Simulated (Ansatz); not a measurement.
`C[O][Sc]([OH])[Cl]` → `[CH2]` (triplet) + `[OH][Sc]([OH])[Cl]`  (formal loss of a carbene)

Isolated molecules relaxed with PBE0-D4/def2-TZVP in Ansatz; ΔE leaves out vibrations. CCSD(T)/CBS adds triple-zeta CCSD(T) − MP2 to the extrapolated MP2 energy (def2 sets, frozen cores). This one scheme is used for every species. DFT in def2-TZVPP. Triplets are unrestricted, without spin–orbit coupling. For Sc outer-core shells are correlated without core-valence functions, which leaves a few kJ/mol of doubt a bond. Scalar relativity is left out up to krypton. One conformer a species, not always the lowest.

| level | ΔE (kJ/mol) |
| --- | --- |
| PBE | 394.1 |
| HF/def2-QZVPP | 250.1 |

Question: What does CCSD(T)/CBS give? (Estimate.)

Answer: The calculation gave: +386.8 kJ/mol. The listed levels differ from it by 7.3, -136.7 kJ/mol.

Question: What do rigid-rotor, harmonic-oscillator terms from PBE0-D4/def2-TZVP frequencies (298.15 K, 1 bar) make of the CCSD(T)/CBS value? (Estimate.)

Answer: Computed: ΔZPE = -30.4 kJ/mol, ΔH = +362.3 kJ/mol, ΔS = 139 J/(mol·K), ΔG = +320.8 kJ/mol. Open shells count their whole term as degenerate. Modes under 50 cm⁻¹ make the entropy rough.

Largest T1 diagnostic among the species: 0.015.

From r2SCAN to r2SCAN0 (25 % exact exchange), in def2-TZVPP and without D4, ΔE moves by −6.9 kJ/mol. Leaving LDA and LC-ωPBE aside and taking each functional with its dispersion term where it has one, the values, not all of them listed here, spread over 39.0 kJ/mol, from r2SCAN0-D4 to ωB97X-V. LDA lies +69.0 kJ/mol from PBE without D4.
